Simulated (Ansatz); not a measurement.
BNH4Cl2O, closed shell: at the end structure of a reaction step.

Input (in.yaml):

```yaml
crystal:
  periodic: [false, false, false]
  atoms:
    - {symbol: B, position_ang: [0.120550, -0.794846, 0.517496]}
    - {symbol: O, position_ang: [-1.134095, 1.768377, -0.980059]}
    - {symbol: Cl, position_ang: [-0.995914, -1.708643, -0.501588]}
    - {symbol: Cl, position_ang: [-0.499643, -0.015581, 1.976416]}
    - {symbol: H, position_ang: [-1.320905, 1.813198, -0.038633]}
    - {symbol: N, position_ang: [1.460040, -0.718836, 0.197578]}
    - {symbol: H, position_ang: [-1.579357, 0.969943, -1.275697]}
    - {symbol: H, position_ang: [2.112923, -0.184296, 0.743817]}
    - {symbol: H, position_ang: [1.836401, -1.129117, -0.639331]}
basis:
  gaussian: {orbitals: def2-TZVPP}
hamiltonian: {xc: pbe0, dispersion: d4}
output: {orbitals: {seedname: orbitals}}
```

Run by:

```bash
ansatz run in.yaml --threads 4 --pin off --events-out ev --progress --plain --max-ram 9574MiB
```

The run's output (Ansatz 0.2.0):

```
Functional definition: PBE0
  name "PBE0"
  cite "Adamo & Barone, J. Chem. Phys. 110, 6158 (1999) doi:10.1063/1.478522"
  cite "Perdew, Burke & Ernzerhof, Phys. Rev. Lett. 77, 3865 (1996) doi:10.1103/PhysRevLett.77.3865"
  parent pbe
  parameter a = 0.25
  parameter kappa = 0.804
  parameter beta = 0.06672455060314922
  exchange = (1 - a)*pbe_x(kappa = kappa, mu = beta*pi^2/3) + a*exact_x
  correlation = pbe_c(beta = beta)
1361 factors; their error is unknown
mean field evaluation 1: about -29307.4974 eV, gradient 7.5e1 eV
mean field evaluation 2: about -29294.0533 eV, gradient 1.1e2 eV
mean field evaluation 4: about -29317.1678 eV, gradient 3.5e0 eV
mean field evaluation 8: about -29317.1936 eV, gradient 4.7e-2 eV
mean field evaluation 16: about -29317.2699 eV, gradient 1.5e-5 eV
mean field -29317.26992673 eV, -1077.3897978480 hartree, gradient 1.5e-5 eV, S^2 0.000000; 0 other end points of the search recorded, 0 dependent functions left out
reference -29317.26995649 eV, -1077.3897989416 hartree; 29, 29 occupied and 204, 204 virtual orbitals, 1361 factors
Total energy: -29317.43765386 eV, -1077.3959617062 hartree
```

The run took about 2.7 s on 4 CPU threads of an Intel Xeon Platinum 8259CL (shared host).
